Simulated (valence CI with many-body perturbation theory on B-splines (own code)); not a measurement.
## Tb¹⁵⁺: electric-dipole lines

Level of theory: valence CI with perturbative core correlation (CI+MBPT): four valence electrons over a frozen Dirac-Fock core [Kr] 4d10, radial functions for each j: 8 s, 8 p, 9 d, 9 f, 6 g, 3 h, 2 i, with the one-electron correlation potential Σ1 (screened to all orders), the two-electron term Σ2, the three-electron term Σ3, Breit, model QED; selected single and double excitations, second order for the rest, scaled by the run's own slope (own B-spline code, finite nucleus).

No measured levels were compared; by estimate terms of the open shell hold to a few per cent of their energy, and close levels can change places; configurations with another count of f electrons can be misplaced by thousands of cm⁻¹. Core correlation moves these levels by up to 49000 cm⁻¹, and in measured spectra 5 to 20 % of such shifts remained as error; rates that hang on mixing are uncertain with them.

Lines 1 to 50 of 116 in falling wavelength, among levels below 8.091 eV, chosen from the strongest by gf and those to the six lowest levels. Wavelengths and rates use the calculated energies, so an error of 2000 cm⁻¹ moves a line at 2418 nm by 48 % and its rate by three times that or more. Electric multipoles are in the length gauge, E1 and E2 with the static RPA response of the core. Weak lines are less certain than strong ones. Lines between different terms over intervals too small for the method are left out, as are lines whose strength nearly cancels. Where a level lies close to another of its J and parity, the split of strength between their lines is uncertain. The highest levels of a list are the least certain.

Names give the largest LS component (configuration and term), which can be under half, so a name can repeat, a term be missing and a line seem to break the LS rules; names also repeat where a configuration has a term twice. Letters in brackets count levels of one name in rising energy.

```
λ vac (nm)         Upper         Lower   A (s⁻¹)  log gf  Branch %
      2418  4f3 5s 5I°_5      4f4 3H_5  9.17e-03   -8.05       0.4
      2384  4f3 5s 5F°_3      4f4 5D_4  3.30e-03   -8.71       0.0
      2298  4f3 5s 5F°_1      4f4 5D_1  6.76e-01   -6.79       0.1
      2082      4f4 3I_7  4f3 5s 5I°_7  5.72e-03   -8.25       0.0
      2005  4f3 5s 3I°_5      4f4 3I_5  1.30e-01   -7.06       0.5
      1903      4f4 5D_4  4f3 5s 3I°_5  1.56e-02   -8.12       0.1
      1875  4f3 5s 5F°_3  4f4 3F_3 [b]  2.58e-01   -7.02       0.0
      1715  4f3 5s 5F°_1      4f4 5D_0  2.26e+00   -6.52       0.2
      1659  4f3 5s 5F°_2      4f4 5D_1  3.78e+00   -6.11       0.3
      1584  4f3 5s 5I°_4      4f4 3H_4  2.96e-02   -8.00      12.2
      1557  4f3 5s 5F°_3      4f4 5D_2  6.20e+00   -5.80       0.6
      1414  4f3 5s 5I°_7      4f4 5G_6  2.58e-02   -7.94       0.3
      1388      4f4 3G_5  4f3 5s 5I°_6  1.25e-02   -8.40       0.0
      1309  4f3 5s 5I°_7      4f4 3L_7  1.87e-03   -9.14       0.0
      1282  4f3 5s 3I°_6      4f4 3I_7  1.39e+00   -6.35       3.1
      1228  4f3 5s 5F°_1  4f4 3F_2 [a]  2.07e-01   -7.85       0.0
      1190  4f3 5s 5I°_6      4f4 3H_5  1.67e-02   -8.34       0.3
      1186  4f3 5s 5F°_1      4f4 3D_1  4.08e-01   -7.59       0.0
      1182      4f4 3G_4  4f3 5s 5I°_4  7.53e-03   -8.85       0.0
      1163  4f3 5s 3I°_5      4f4 3H_6  1.47e-01   -7.48       0.5
      1160  4f3 5s 3I°_6      4f4 3I_6  2.02e+00   -6.28       4.5
      1156      4f4 3I_6  4f3 5s 5I°_6  1.10e-02   -8.54       0.0
      1135  4f3 5s 5F°_2  4f4 3F_2 [b]  4.79e-01   -7.33       0.0
      1133      4f4 1I_6  4f3 5s 3I°_5  2.81e+00   -6.15       7.9
      1110  4f3 5s 3I°_5      4f4 3G_4  4.16e-02   -8.07       0.2
     993.5  4f3 5s 3I°_6      4f4 3G_5  5.04e-02   -8.01       0.1
     989.6  4f3 5s 5F°_2      4f4 3D_1  5.06e-01   -7.43       0.0
     980.5  4f3 5s 5I°_5      4f4 5F_5  1.06e-02   -8.78       0.4
     968.7  4f3 5s 5I°_8      4f4 3L_8  1.57e-02   -8.42       0.2
     960.6  4f3 5s 5F°_3  4f4 3F_3 [a]  4.47e-01   -7.36       0.0
     944.2  4f3 5s 5I°_4      4f4 5F_4  5.04e-02   -8.22      20.8
     888.3  4f3 5s 5F°_3  4f4 3F_2 [b]  2.80e+00   -6.63       0.3
     871.4      4f4 3G_5  4f3 5s 5I°_5  3.21e-02   -8.40       0.1
     854.2  4f3 5s 5I°_5      4f4 3K_6  7.02e-03   -9.07       0.3
     830.4  4f3 5s 5I°_4      4f4 5F_3  6.56e-03   -9.21       2.7
     814.8  4f3 5s 5F°_3  4f4 3F_2 [a]  1.39e-01   -8.01       0.0
     811.3  4f3 5s 3I°_5      4f4 5G_6  9.00e-01   -7.01       3.3
     801.9  4f3 5s 5I°_8      4f4 3L_7  4.62e-03   -9.12       0.1
     769.6  4f3 5s 3I°_5      4f4 5G_5  9.85e-01   -7.02       3.6
     746.0  4f3 5s 5I°_6      4f4 3K_7  1.33e-02   -8.84       0.2
     720.9  4f3 5s 5I°_5      4f4 5F_4  3.13e-02   -8.57       1.3
     716.0  4f3 5s 5F°_1  4f4 1D_2 [a]  1.77e-01   -8.39       0.0
     710.5      4f4 1I_6  4f3 5s 5I°_7  4.32e-02   -8.37       0.1
     704.9  4f3 5s 5F°_1      4f4 3P_0  1.90e-01   -8.37       0.0
     691.2  4f3 5s 5I°_6      4f4 5F_5  8.93e-03   -9.08       0.1
     677.7      4f4 3G_5  4f3 5s 5I°_4  1.98e-02   -8.82       0.1
     669.0  4f3 5s 5I°_7      4f4 3K_8  1.81e-02   -8.74       0.2
     644.7  4f3 5s 5F°_2      4f4 3D_3  1.07e+00   -7.48       0.1
     639.3  4f3 5s 5F°_2  4f4 1D_2 [a]  2.66e-01   -8.09       0.0
     636.9  4f3 5s 5F°_3      4f4 3F_4  6.71e-01   -7.54       0.1
```
